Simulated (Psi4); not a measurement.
H$_{4}$BO$_{2}$P (SMILES OB(O)P), singlet, geometry from GFN2-xTB. Base run: CCSD(T)/def2-SVP run with Psi4.

The Psi4 input:
```
memory 2 GB

molecule {
0 1
  B    -0.37572431    0.05195044   -0.32115447
  O    -1.02593490   -1.06706638   -0.69714595
  H    -1.76833739   -0.99388756   -1.30062050
  O    -0.66613303    1.30125093   -0.73498187
  H    -1.39963745    1.43299932   -1.33939212
  P     1.00654214   -0.13707633    0.99153107
  H     1.89406499    0.73952063    0.39898294
  H     1.59094265   -1.25571601    0.43085858
}

set basis def2-svp
set freeze_core true

energy('ccsd(t)')
print_variables()
```

Variants of this job, named by their change:

```tsv
change	ΔE vs base (mEh)	MP2 correlation (Eh)	basis functions	core-seconds (rough)
base	0.000	-0.57472	80	40
method = mp4	0.291	-0.57472	80	20
method = mp3	…	-0.57448	80	5
method = dlpno-mp2	51.558	-0.57440	80	5
method = qcisd(t)	-0.546	-0.57472	80	20
method = fno-ccsd(t)	0.000	-0.57472	80	20
method = mp2	51.486	-0.57448	80	5
method = ccsd	…	-0.57472	80	30
```

Some entries are withheld; supply them.


- method = mp3, ΔE vs base (mEh): 24.620
- method = ccsd, ΔE vs base (mEh): 15.245
